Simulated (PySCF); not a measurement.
C3H5BO2, SMILES C#CCB(O)O (GFN2-xTB optimised geometry):

```
11

C      0.594    -1.929     0.765
C     -0.042    -0.985     0.397
C     -0.824     0.155    -0.033
B     -0.019     1.549     0.000
O      1.323     1.549     0.000
O     -0.661     2.753     0.000
H      1.161    -2.753     1.081
H     -1.722     0.214     0.591
H     -1.162    -0.032    -1.058
H      1.722     2.421     0.009
H     -1.616     2.740    -0.001
```

Method: B3LYP/def2-TZVP run with PySCF.

Problem. What are the frontier orbital energies and the dipole moment?

Solution. HOMO-2 -9.21 eV, HOMO-1 -7.27 eV, HOMO -7.07 eV, LUMO 0.11 eV, LUMO+1 0.89 eV; dipole moment 2.25 D.

Meta-Löwdin charges at B3LYP/def2-TZVP: C1 -0.24, C2 -0.01, C3 -0.34, B4 0.48, O5 -0.51, O6 -0.53, H7 0.17, H8 0.13, H9 0.15, H10 0.35, H11 0.35.
